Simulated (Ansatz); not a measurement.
Geometry optimisation, Ansatz 0.2.0, RKS PBE0/def2-SVP.

The input (input.yaml):

```yaml
crystal:
  periodic: [false, false, false]
  atoms:
    - { symbol: B, position_ang: [0.010872, 0.469564, -0.474402] }
    - { symbol: "N", position_ang: [-0.034666, 0.001728, 2.22707] }
    - { symbol: H, position_ang: [-0.787647, -0.385506, 2.793597] }
    - { symbol: H, position_ang: [0.841532, -0.211847, 2.701124] }
    - { symbol: O, position_ang: [1.278475, 0.104714, -0.70333] }
    - { symbol: H, position_ang: [1.354056, -0.836922, -0.890389] }
    - { symbol: H, position_ang: [-0.962314, -0.216463, -0.637493] }
    - { symbol: Br, position_ang: [-0.292985, 2.423145, -0.12035] }
    - { symbol: H, position_ang: [-0.139024, 1.033188, 2.250674] }
basis:
  gaussian: { orbitals: def2-SVP }
hamiltonian:
  xc: pbe0
relax:
  f_tol: 0.03
  max_steps: 50
output:
  orbitals: {}
```

Command:

```bash
$ ansatz run input.yaml --threads 2 --pin off --max-ram 3072MiB --backend cpu --events-out ev --progress --plain --runs-dir out
```

Task: Where does it end, and by what steps?

Result: The forces met the threshold. After 23 steps the energy has fallen by 0.795 eV; H3 moved furthest, 1.00 Å. Joined: B1–N2 (2.74 → 1.62 Å).

```
step  energy less start (eV)  largest force component (eV/Å)  accepted
   0                  0.0000                           0.874       yes
   1                 -0.0891                           0.841       yes
   2                 -0.2026                           0.876       yes
   3                 -0.4275                           0.875       yes
   4                 -0.4665                           2.827       yes
   5                 -0.6179                           0.455       yes
   6                 -0.6482                           0.833       yes
   7                 -0.6665                           1.056       yes
   8                 -0.6667                           1.153       yes
   9                 -0.7234                           0.539       yes
  10                 -0.7293                           0.178       yes
  11                 -0.7324                           0.340       yes
  12                 -0.7347                           0.057       yes
  13                 -0.7363                           0.093       yes
  14                 -0.7320                           0.669        no
  15                 -0.7412                           0.064       yes
  16                 -0.7463                           0.312       yes
  17                 -0.7513                           0.512       yes
  18                 -0.7772                           0.317       yes
  19                 -0.7918                           0.077       yes
  20                 -0.7784                           0.267        no
  21                 -0.7936                           0.052       yes
  22                 -0.7940                           0.156       yes
  23                 -0.7952                           0.016       yes
```

```xyz
9
Properties=species:S:1:pos:R:3
B -0.003 0.197 0.222
N -0.007 0.196 1.838
H -0.939 0.403 2.199
H 0.318 -0.702 2.204
O 1.351 -0.004 -0.095
H 1.477 -0.134 -1.037
H -0.836 -0.611 -0.158
Br -0.721 2.103 -0.180
H 0.629 0.932 2.155
```

Whether the end is a true minimum wasn't checked by a vibrational analysis.

Run time: 66 s on 2 threads of Arm Neoverse V1, on a shared host, peak memory 0.21 GiB.
